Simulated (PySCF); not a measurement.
Radial density of Pb⁻ (lead, charge -1)

BLYP, [Xe] 4f14 5d10 6s2 6p3, high-spin 4S determinant. Calculation: PySCF 2.14, in aug-cc-pVTZ-DK3; scalar relativity by spin-free X2C-1e.

| r (bohr) | 4πr²ρ (e/bohr) | 4πr²(ρα − ρβ) |
| --- | --- | --- |
| 0.0157 | 105.7 | 0.0055 |
| 0.0265 | 108.9 | 0.0123 |
| 0.0445 | 153.5 | 0.0087 |
| 0.0749 | 127.0 | -0.0047 |
| 0.126 | 142.9 | 0.0203 |
| 0.212 | 92.64 | 0.0000 |
| 0.356 | 97.89 | 0.0314 |
| 0.599 | 39.25 | 0.0530 |
| 1.01 | 21.42 | 0.0003 |
| 1.70 | 6.496 | 0.3266 |
| 2.85 | 1.797 | 0.8743 |
| 4.80 | 0.4656 | 0.4186 |
| 8.07 | 0.07922 | 0.0790 |
| 13.6 | 0.002836 | 0.0028 |

Densities and radii are taken from the X2C orbitals without a picture-change correction, which distorts them close to the nucleus.

Spin-orbit coupling, which splits the p, d and f shells strongly at this Z, is absent. Spin-orbit coupling is strong in this species (close to jj coupling), so the high-spin LS determinant is a model state, not a physical level. At BLYP the highest occupied level has a positive energy, so only the finite basis holds that electron; in a semilocal or global hybrid functional this comes from self-interaction and does not mean that the real anion is unbound.

(1) Where is the radial spin density 4πr²(ρα − ρβ) most negative, and why is it negative at all?

## Answers

(1) Around r = 0.0749 bohr, down to -0.0047 e/bohr: exchange with the open shell polarises the paired shells in an unrestricted calculation.
